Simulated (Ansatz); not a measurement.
B6P6H22, a cluster cut from zinc blende BP (hydrogen-capped). The state is a singlet with charge 0. Geometry r2SCAN-D4/def2-SVP; atoms count from 1.

```tsv
atom	x (Å)	y (Å)	z (Å)
B1	-3.395	0.254	0.908
B2	0.006	1.130	-2.258
B3	-1.091	0.220	3.344
B4	2.272	1.096	0.135
B5	-0.312	-0.841	0.284
B6	3.027	-0.157	-2.869
P7	-2.957	0.089	2.799
P8	0.387	0.880	-0.353
P9	-2.228	-0.958	-0.071
P10	1.112	-0.149	-3.223
P11	-0.065	-0.989	2.216
P12	3.278	-0.180	-0.937
H13	-3.061	1.377	0.577
H14	-4.562	-0.010	0.701
H15	0.418	2.233	-2.570
H16	-1.173	0.953	-2.513
H17	-0.727	1.343	3.046
H18	-0.953	-0.064	4.517
H19	2.621	2.200	-0.243
H20	2.460	0.898	1.322
H21	0.273	-1.748	-0.281
H22	3.428	0.934	-3.234
H23	3.576	-1.102	-3.402
H24	-3.702	1.056	3.517
H25	-3.537	-1.094	3.331
H26	-0.333	1.886	0.343
H27	-2.439	-0.805	-1.462
H28	-2.641	-2.308	0.096
H29	0.926	0.036	-4.616
H30	0.582	-1.462	-3.102
H31	1.313	-0.859	2.506
H32	-0.273	-2.342	2.599
H33	4.661	-0.018	-0.673
H34	3.110	-1.500	-0.434
```

Estimate the Mulliken populations of the heavy atoms from the PBE0/def2-SVP orbitals of Ansatz.


| atom | charge (e) |
| --- | --- |
| B1 | -0.28 |
| B2 | -0.25 |
| B3 | -0.28 |
| B4 | -0.25 |
| B5 | -0.33 |
| B6 | -0.27 |
| P7 | 0.14 |
| P8 | 0.09 |
| P9 | 0.16 |
| P10 | 0.15 |
| P11 | 0.16 |
| P12 | 0.15 |
Mulliken values depend strongly on the basis.

And the Mayer bond orders between heavy atoms (over 0.3)?

B1–P7 0.89 (1.95 Å); B1–P9 0.87 (1.95 Å); B2–P8 0.89 (1.96 Å); B2–P10 0.88 (1.95 Å); B3–P7 0.89 (1.95 Å); B3–P11 0.87 (1.95 Å); B4–P8 0.89 (1.96 Å); B4–P12 0.88 (1.95 Å); B5–P8 0.93 (1.96 Å); B5–P9 0.91 (1.95 Å); B5–P11 0.91 (1.95 Å); B6–P10 0.90 (1.95 Å); B6–P12 0.90 (1.95 Å).
